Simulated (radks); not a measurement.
The nuclear charge of the lead ion Pb+ is varied continuously with 81 electrons held in [Hg] 6p1. All-electron calculation, scalar-relativistic Kohn-Sham, PBEsol, spin-unpolarised, spherical densities, finite nucleus; Fermi nuclear charge, rms radius 5.5012 fm. Program: a radial shooting solver on a logarithmic mesh with Libxc functionals. By the Hellmann-Feynman theorem dE/dZ = E(electron-nucleus)/Z, the electronic potential at the nucleus (averaged over a nucleus of fixed radius). The scalar-relativistic energy here is not variational (the density holds large components alone), so the two differ by a part that grows with Z.

Z = 81.6: E (hartree) -20614.7238; E(electron-nucleus)/Z (hartree) -630.198; HOMO 6p; e(HOMO) (eV) -6.611; <r> HOMO (bohr) 3.226
Z = 81.8: E (hartree) -20742.2309; E(electron-nucleus)/Z (hartree) -632.628; HOMO 6p; e(HOMO) (eV) -8.207; <r> HOMO (bohr) 3.100
Z = 82: E (hartree) -20870.2361; E(electron-nucleus)/Z (hartree) -635.060; HOMO 6p; e(HOMO) (eV) -9.879; <r> HOMO (bohr) 2.993
Z = 82.2: E (hartree) -20998.7400; E(electron-nucleus)/Z (hartree) -637.496; HOMO 6p; e(HOMO) (eV) -11.622; <r> HOMO (bohr) 2.898
Z = 82.4: E (hartree) -21127.7435; E(electron-nucleus)/Z (hartree) -639.935; HOMO 6p; e(HOMO) (eV) -13.432; <r> HOMO (bohr) 2.814
Z = 82.6: E (hartree) -21257.2472; E(electron-nucleus)/Z (hartree) -642.378; HOMO 6p; e(HOMO) (eV) -15.306; <r> HOMO (bohr) 2.739
Z = 82.8: E (hartree) -21387.2520; E(electron-nucleus)/Z (hartree) -644.825; HOMO 6p; e(HOMO) (eV) -17.241; <r> HOMO (bohr) 2.670
Z = 83: E (hartree) -21517.7588; E(electron-nucleus)/Z (hartree) -647.275; HOMO 6p; e(HOMO) (eV) -19.235; <r> HOMO (bohr) 2.607

The central difference of E at Z = 82 is -641.273 hartree, to compare with the third column; the second derivative is -12.5 hartree.
